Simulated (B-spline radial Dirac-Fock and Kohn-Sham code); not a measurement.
Photoemission from Zn at Mg Kα (1253.6 eV), detector at θ = 90°, φ = 0°

System: the free zinc atom, [Ar] 3d10 4s2. Method: Dirac-Hartree-Slater photoionisation with a Latter tail; cross sections with all multipoles, angular parameters from the dipole term and its interference with E2. Computed with a B-spline atomic structure program. Thresholds are tabulated edges, those marked * orbital energies of the model. For linearly polarised light dσ/dΩ = σ/(4π) [1 + β P₂(cos θ) + (δ + γ cos²θ) sin θ cos φ], with θ from the polarisation vector and φ the angle between the beam and the projection of the electron momentum on the plane normal to the polarisation. The dipole factor is 1 + βP₂ and the non-dipole term is the rest of the bracket. Open shells are filled statistically over j.

Input of the calculation (task.json; shells as n, l, electrons):

```json
{"items": [{
  "Z": 30,
  "q": 0,
  "cfg": [[1, 0, 2], [2, 0, 2], [2, 1, 6], [3, 0, 2], [3, 1, 6], [3, 2, 10], [4, 0, 2]],
  "A": 64,
  "rrms": 3.9283,
  "do": "xps",
  "hv": [55.1, 60, 66.5, 143.0, 178.0, 300, 320.0, 395.0, 400, 607.0, 800, 927.0, 1000, 1253.6, 1720.0, 2060.0, 2380.0, 2690.0, 3010.0, 3370.0, 3460.0, 3640.0, 3680.0, 4000, 5320.0, 5960.0, 6430.0, 10100.0, 12000.0, 15000],
  "edges": {"K": 9659.0, "L1": 1196.2, "L2": 1044.9, "L3": 1021.8, "M1": 139.8, "M2": 91.4, "M3": 88.6}
}]}
```

Run with: `python xray2_run.py task.json out`

```tsv
subshell	threshold (eV)	σ (kb)	β	γ	δ	dipole factor	non-dipole term	dσ/dΩ (kb/sr)
2s	1196.2	103	2.00	0.89	0.000	0.001	0.000	≈ 0
2p1/2	1044.9	204	1.22	-0.11	0.009	0.391	+0.009	6.50
2p3/2	1021.8	398	1.25	-0.11	0.011	0.373	+0.011	12.2
3s	139.8	19.5	2.00	-0.07	0.000	0.000	0.000	≈ 0
3p1/2	91.40	19.6	1.57	0.21	0.010	0.216	+0.010	0.352
3p3/2	88.60	37.9	1.58	0.21	0.010	0.208	+0.010	0.657
3d3/2	15.96*	8.09	1.07	0.50	0.081	0.467	+0.081	0.353
3d5/2	15.56*	11.8	1.05	0.50	0.082	0.475	+0.082	0.523
4s	8.27*	1.10	2.00	-0.06	0.000	0.000	0.000	≈ 0
```
